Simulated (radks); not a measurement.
The numbers below are computed, except where a source is named.
Polarisability of the erbium ion Er+, [Xe] 4f12 6s1, at imaginary frequency. Code: a radial shooting solver on a logarithmic mesh with Libxc functionals. Model: scalar-relativistic Kohn-Sham, LB94 model potential, spin-polarised, spherical densities, finite nucleus; open shells are filled with parallel spins first (spin-orbit coupling, left out, can overturn this in heavy ions); Fermi nuclear charge, rms radius 5.2516 fm. Response by self-consistent Sternheimer equations with the Hartree and adiabatic LDA kernel, the relativistic mass of each level held fixed and spin-orbit coupling left out.

| w (hartree) | alpha1(iw) (bohr^3) |
|---|---|
| 0.00266 | 47.76 |
| 0.0143 | 47.44 |
| 0.0360 | 45.75 |
| 0.0697 | 41.08 |
| 0.118 | 33.00 |
| 0.186 | 23.67 |
| 0.280 | 15.92 |
| 0.413 | 10.66 |
| 0.605 | 7.327 |
| 0.892 | 5.087 |
| 1.35 | 3.377 |
| 2.12 | 2.011 |
| 3.59 | 1.014 |
| 6.94 | 0.3995 |
| 17.5 | 0.09571 |

Static values: alpha1 = 47.78 bohr^3 (7.080 angstrom^3; uncoupled 70.93). C6 = 350.1, triple-dipole C9 = 11310 atomic units. One-pole (London) frequency 4 C6 / (3 alpha1^2) = 0.204 hartree, against 0.487 for minus the highest occupied eigenvalue.
